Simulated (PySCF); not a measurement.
**C²⁺: excitation energy**

C²⁺ [He] 2s2 (1S) → C²⁺ [He] 2s1 3s1 (3S), as a difference of total energies. Computed with PySCF 2.14 in x2c-QZVPPall with one added diffuse shell each of s, p, d, f type (8s5p4d3f1g, 73 functions), with scalar relativity by spin-free X2C-1e. Correlated levels: valence: 1s2 frozen; valence and next inner shell: nothing frozen. The calculations carry no spin-orbit coupling.

```csv
method,excitation energy (cm⁻¹)
UHF,224070
PBE,230140
PBE0,230340
r2SCAN,229400
MN15,232120
LC-wPBE,232410
B3LYP,232280
M06-L,232860
MP2 (valence),232910
MP2 (valence and next inner shell),233100
SCS-MP2 (valence and next inner shell),235750
```

Task: Estimate what LDA gives.

Result: 229700 cm⁻¹, closest to r2SCAN among the rows shown.

Task: Estimate what SCS-MP2 (valence) gives.

Result: 235580 cm⁻¹, closest to SCS-MP2 (valence and next inner shell) among the rows shown.

The promoted electron is Rydberg-like, and one or two diffuse shells describe it only roughly, which tends to raise the upper state.
